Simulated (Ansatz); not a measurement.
C3H7AlSi can be A, `C=C=[C]([AlH2])[SiH3]`, or B, `[AlH2]/[CH]=C1/C[SiH2]1`.

Program: Ansatz. Geometries: PBE0-D4/def2-TZVP. ΔE: electronic, gas phase. CBS: MP2 limit from def2 TZ/QZ plus the TZ coupled-cluster correction, frozen cores. DFT in def2-TZVPP.

(1) Which isomer does CCSD(T)/CBS put lower? Give the gap. (Best estimate.)

(2) Give E(B) − E(A) in kcal/mol with B2PLYP, PBE0-D4, PBE-D4, r2SCAN-D4, CCSD(T)/def2-TZVPP, CCSD/def2-TZVPP, ωB97M-V. (Estimate.)

Largest T1 diagnostic: 0.013.

Results:

(1) Computed: A, by 15.4 kcal/mol.

(2) The calculation gave: B2PLYP 17.5, PBE0-D4 13.5, PBE-D4 13.7, r2SCAN-D4 15.6, CCSD(T)/def2-TZVPP 15.8, CCSD/def2-TZVPP 16.3, ωB97M-V 15.4. None reverses the order clearly.

In def2-TZVPP, CCSD(T) changes the Hartree–Fock value by −6.9 kcal/mol (the triples alone add −0.5 kcal/mol) and MP2 by −7.6 kcal/mol.
